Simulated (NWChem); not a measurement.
# SiHOIF$_{2}$; SMILES F[Si](F)(O)I

```xyz
6

O     -1.5787     1.6794    -0.0128
Si    -0.0286     1.1807    -0.0004
F      0.7506     1.7552     1.2816
F      0.7712     1.7539    -1.2702
I      0.0206    -1.2108     0.0002
H     -1.7551     2.6267    -0.0072
```
Atoms are numbered in this order, from 1.

All runs: NWChem. Medium grid unless said otherwise, to which SCAN and Minnesota functionals are sensitive. Coordinates come from a PBE0/def2-SVP optimisation. def2 effective core potentials on I; no spin-orbit coupling. Total energies of different functionals are on different scales.

```tsv
level	energy (Ha)	highest occupied level (eV)	orbital gap (eV)	dipole (D)
B3LYP/def2-SVP	-862.7121	-7.88	7.24	1.49
PBE/def2-SVP	-862.1750	-6.95	5.64	1.50
MN15/def2-SVP	-861.5093	-8.66	9.02	1.54
RPBE/def2-SVP	-862.5889	-6.89	5.68	1.49
BP86/def2-SVP	-862.7562	-7.06	5.65	1.54
SCAN/def2-SVP	-862.6536	-7.34	6.34	1.55
M06-L/def2-SVP	-862.7328	-7.12	6.15	1.38
r2SCAN/def2-SVP	-862.5787	-7.34	6.36	1.57
```
